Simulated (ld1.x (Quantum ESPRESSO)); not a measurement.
Scattering properties, TM potential for technetium

```
Element                 : Tc (Z = 43)
Generator               : ld1.x (Quantum ESPRESSO) 7.5
Type                    : norm-conserving Troullier–Martins (Kleinman–Bylander form)
Functional              : PBE
Relativity              : scalar-relativistic
Frozen core             : [Kr]
Valence charge          : 7
Reference configuration : 4d5.5 5s1.5 5p0
Partial waves           : 5s (bound): rc 2.80 bohr; 4d (bound): rc 1.35 bohr; 5p (bound, empty): rc 3.45 bohr
Local potential         : the p channel
Core correction         : none
```

The phase is arctan(r·u′/u) with u = r·R(r), unwrapped; energies in Ry, scanned from -2 to 5 Ry. A pole is an energy at which the radial function vanishes at the test radius. The pseudo phase is shifted by a multiple of π to meet the all-electron one at the reference energy, and phase errors are pseudo minus all-electron; the curves can meet again beyond the range given. Levels narrower than the energy grid can be missing from the lists of poles.

Problem. For each channel, where are the poles, and over which energies does the pseudopotential scatter like the atom?

Solution.

```csv
channel,radius (bohr),reference energy (Ry),"poles, all-electron","poles, pseudo",unbroken range about the reference energy with phases within 0.05 rad,phase error 1 Ry above the reference energy (rad)
s,3.74,-0.34,"0.26, 4.16","0.24, 2.10",below 0.8,-0.031
p,3.74,-0.09,0.94,"0.90, 4.03",below 1.7,-0.011
d,3.74,-0.41,"-0.33, 2.29","-0.33, 2.92",below 0.3,+0.164
```

Phases in the d channel:

| E (Ry) | all-electron | pseudo |
| --- | --- | --- |
| -2.00 | 1.382 | 1.383 |
| -1.52 | 1.353 | 1.355 |
| -1.04 | 1.300 | 1.303 |
| -0.56 | 1.020 | 1.030 |
| -0.08 | -1.819 | -1.807 |
| 0.40 | -2.097 | -2.029 |
| 0.88 | -3.333 | -2.748 |
| 1.36 | -4.407 | -4.167 |
| 1.84 | -4.621 | -4.514 |
| 2.32 | -4.716 | -4.633 |
| 2.80 | -4.789 | -4.699 |
| 3.28 | -4.877 | -4.748 |
| 3.76 | -5.072 | -4.794 |
| 4.24 | -6.334 | -4.852 |
| 4.72 | -7.527 | -4.952 |
